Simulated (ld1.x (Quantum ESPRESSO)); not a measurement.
# An all-electron radial function and its pseudo partner (gold (Au))

Columns: radius, all-electron u(r) and pseudo u(r) of the 5p shell (level -63.91 eV) of gold in the configuration [Kr] 4d10 4f14 5s2 5p6 5d10 6s0.5 6p0; PBE, scalar-relativistic, PAW scheme, ld1.x (Quantum ESPRESSO) 7.5.

| r (bohr) | all-electron | pseudo |
| --- | --- | --- |
| 0.120 | -0.3927 | -0.0408 |
| 0.240 | 0.2303 | -0.1563 |
| 0.360 | 0.6013 | -0.3275 |
| 0.480 | 0.1779 | -0.5268 |
| 0.600 | -0.4148 | -0.7228 |
| 0.720 | -0.8524 | -0.8868 |
| 0.840 | -1.0783 | -0.9968 |
| 0.960 | -1.1357 | -1.0417 |
| 1.080 | -1.0854 | -1.0222 |
| 1.200 | -0.9782 | -0.9493 |
| 1.320 | -0.8485 | -0.8408 |
| 1.440 | -0.7171 | -0.7170 |
| 1.560 | -0.5950 | -0.5955 |
| 1.680 | -0.4872 | -0.4872 |
| 1.800 | -0.3950 | -0.3950 |
| 1.920 | -0.3179 | -0.3179 |
| 2.040 | -0.2543 | -0.2543 |
| 2.160 | -0.2025 | -0.2025 |
| 2.280 | -0.1607 | -0.1607 |
| 2.400 | -0.1271 | -0.1271 |
| 2.520 | -0.1003 | -0.1003 |
| 2.640 | -0.0789 | -0.0789 |
| 2.760 | -0.0620 | -0.0620 |
| 2.880 | -0.0487 | -0.0487 |
| 3.000 | -0.0382 | -0.0382 |
| 3.120 | -0.0299 | -0.0299 |

Question: How many radial nodes do the two functions have?

Answer: The all-electron 5p function has n − l − 1 = 3 (the table is too coarse to show those close to the nucleus); the pseudo-wave has 0, since the states of the same l below it are removed with the core.

Question: At about which radius was the pseudo-wave matched?

Answer: 1.70 bohr, where the columns begin to agree (steps of 0.12 bohr).

Question: Where does each function peak?

Answer: Outermost all-electron maximum near 0.96 bohr, pseudo maximum near 0.96 bohr (to the table’s step).

Question: Is the pseudo-wave norm-conserving?

Answer: No, it belongs to a PAW set: the norm inside the radius is not constrained, and the difference is carried by the augmentation charge.
